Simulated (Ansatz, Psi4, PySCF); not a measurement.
CH₄N (SMILES [CH2]N), doublet, geometry from GFN2-xTB. Base run: MP2/def2-SVPD run with PySCF.

PySCF was given this input:
```python
from pyscf import gto, scf, mp

mol = gto.Mole()
mol.atom = '''
    C     0.11969841    0.72071728   -0.00763830
    N    -0.08484190   -0.65766184    0.00683957
    H    -0.51938453   -1.00090422    0.85240262
    H    -0.52837018   -1.01721263   -0.82720202
    H     0.46666690    1.15768540    0.90941225
    H     0.45679066    1.13976065   -0.93666007
'''
mol.basis = 'def2-svpd'
mol.spin = 1
mol.verbose = 4
mol.build()

mf = scf.UHF(mol)
mf.kernel()

pt = mp.MP2(mf)
pt.kernel()
print('E(MP2) = %.10f' % pt.e_tot)
```

The same geometry, method and basis name were run in Ansatz (a quantum-chemistry and plane-wave program) and Psi4 and PySCF, at each program's defaults and at the settings that a row names. The base is PySCF at its defaults. Differences at the defaults can come from grids, fitting, cores and function types together.

| code and settings | ΔE vs base (µEh) | basis functions | E (Eh) | SCF cycles |
|---|---|---|---|---|
| PySCF, defaults (exact integrals, spherical functions, all electrons correlated) | 0.0 | 72 | -94.84936 | 12 |
| Psi4, defaults (density fitting with its default set, spherical functions, all electrons correlated) | 136 | 72 | -94.84922 | 14 |
| Ansatz, defaults (factorised integrals, spherical functions, frozen core) | 6555 | 72 | -94.84281 | - |
| PySCF, frozen core | 6554 | 72 | -94.84281 | 12 |
| Psi4, exact integrals, spherical functions, frozen core | 6554 | 72 | -94.84281 | 14 |
| Ansatz, high accuracy, frozen core | 6554 | 72 | -94.84281 | - |

Open shells are given as the SCF converged; they aren't shown to be the lowest states, and a large step between rows can be another state.
